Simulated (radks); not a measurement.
Values are calculated unless marked as measured or tabulated.
Dipole-allowed excitations along the series with 18 electrons in [Ar]. Level of theory: non-relativistic Kohn-Sham, LB94 model potential, spin-polarised, spherical densities, point nucleus (a radial shooting solver on a logarithmic mesh with Libxc functionals). Time-dependent linear response with the Hartree and adiabatic LDA kernel, continuum included through the Sternheimer equations. Lines are the poles of the dipole polarisability below minus the highest occupied eigenvalue, found on a grid refined at the orbital gaps; the lowest seven at most are given, and weak or close lines can be missed. The first line takes the name of the lowest orbital gap if no other gap lies below it; otherwise a line is named after a gap within 0.6 % of it, if that gap stands alone.

species,-e(HOMO) (eV),lowest orbital gap (eV),first line (eV),f,strongest line (eV),its f,static alpha (bohr^3)
Ge14+,524.59,3p-3d 77.216,100.49 (3p-3d),1.88,the first,1.88,0.1676
As15+,584.07,3p-3d 81.154,105.41 (3p-3d),1.79,the first,1.79,0.1443
Se16+,646.59,3p-3d 85.078,110.31 (3p-3d),1.70,the first,1.70,0.1251
Br17+,712.16,3p-3d 88.990,115.19 (3p-3d),1.62,the first,1.62,0.1092
Kr18+,780.76,3p-3d 92.890,120.05 (3p-3d),1.55,423.47 (3p-4d),1.68,0.09591
Rb19+,852.39,3p-3d 96.781,124.90 (3p-3d),1.49,458.69 (3p-4d),1.74,0.08469
